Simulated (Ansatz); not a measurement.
## Two structures, one formula

Two isomers of CH₂BClF (charge -1), closed shell, relaxed at PBE0-D4/def2-TZVPD (vibrations not checked).

A:

```xyz
6
angstrom
F -0.7113 1.4790 -1.0539
B 0.0352 0.3633 -0.6669
C -0.1333 -0.2309 0.6397
Cl 0.8042 -1.6539 1.1614
H 0.8076 -0.0320 -1.5175
H -0.8023 0.0745 1.4372
```

B:

C1  (-0.009, 0.835, 0.047)
B2  (0.128, -0.594, 0.017)
F3  (1.208, -1.340, 0.424)
Cl4  (-1.212, -1.733, -0.614)
H5  (0.786, 1.480, 0.420)
H6  (-0.901, 1.351, -0.295)
(Å)

Ansatz 0.2.0; basis: def2-TZVPPD; cores frozen in the correlated methods. B3LYP uses VWN-RPA correlation.

Problem. Which structure is lower at CCSD(T), and by how much? (An estimate is asked for; the value comes from the calculation.)

Solution. By the calculation: B, by 35.30 kcal/mol (electronic energy, against the other). By their contacts, A is CH₂BClF ([F][BH][CH][Cl]), total charge -1 and B is CH₂BClF ([CH2][B]([F])[Cl]), total charge -1.

All methods give the same order:

```
   method  E(B) − E(A) (kcal/mol)
   PBE-D4                  -33.53
r2SCAN-D4                  -35.69
  PBE0-D4                  -34.73
 B3LYP-D4                  -34.24
  wB97M-V                  -35.03
       HF                  -36.29
      MP2                  -36.54
     CCSD                  -35.54
  CCSD(T)                  -35.30
```

T1 diagnostic: at most 0.013.

Labels in which every atom is bracketed show which atoms are joined, not bond orders.
